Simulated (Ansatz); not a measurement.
**Computed against measured: atomisation enthalpy at 298 K**

6 molecules holding an element past argon; the atomisation enthalpy at 298 K in kJ/mol, computed less measured. Shapes, held fixed at every level: PBE0-D4/def2-TZVP. Thermal terms are harmonic and unscaled (PBE0-D4/def2-TZVP); the spin-orbit lowering of the free atoms is taken from their spectra. Programs: Ansatz 0.2.0. Measured values: Active Thermochemical Tables, CRC Handbook of Chemistry and Physics, NIST-JANAF tables.

Levels: A = HF/3-21G; B = HF/def2-TZVPP; C = r2SCAN-D4/def2-TZVPP; D = wB97M-V/def2-TZVPP.

```tsv
molecule	from tabulated heats	A	B	C	D
CuF (fluorocopper)	430	-452	-214	-28	-23
H2Te (hydrogen telluride)	533	-250	-192	+11	+10
BI3 (boron triiodide)	819	-388	-295	+64	+14
CH2BrCl (bromochloromethane)	1431	-571	-456	+7	-3
CH3I (methyl iodide)	1463	-453	-416	-7	-13
C2H3Br (SMILES C=CBr)	2126	-692	-607	+7	-6
```

(1) Sum up the errors.

Results:

(1) 
```csv
level,kind,mean error,mean absolute error,worst case
HF/3-21G,Hartree–Fock,-467.7,467.7,C2H3Br
HF/def2-TZVPP,Hartree–Fock,-363.3,363.3,C2H3Br
r2SCAN-D4/def2-TZVPP,meta-GGA,+9.0,20.7,BI3
wB97M-V/def2-TZVPP,range-separated hybrid,-3.5,11.5,CuF
```

On this set wB97M-V/def2-TZVPP has the smallest mean absolute error and HF/3-21G the largest. HF/3-21G is too low in 6 of 6; HF/def2-TZVPP is too low in 6 of 6; r2SCAN-D4/def2-TZVPP is too high in 4 of 6; wB97M-V/def2-TZVPP is too low in 4 of 6. The heats of CuF, H2Te come from older tables and can be uncertain by 10 kJ/mol or more. The molecules' own spin-orbit binding is left out, so errors for heavy halides read too negative. The tabulated value of BI3 is in doubt (older tables, estimates, or at odds with other calculations) and kept here. Over the 5 molecules whose values aren't doubted the mean absolute errors are A 483.6; B 377.0; C 12.0; D 11.0. For HF/def2-TZVPP the error grows with the size of the molecule. Where a negative error exceeds the measured value, the molecule comes out unbound. Hartree–Fock lacks correlation and underbinds. Rows in very small basis sets show the basis more than the method. For atoms past krypton def2 sets carry core potentials with scalar relativity. All-electron rows are non-relativistic unless named. Relativity is left out for Br, Cu. The set is small.
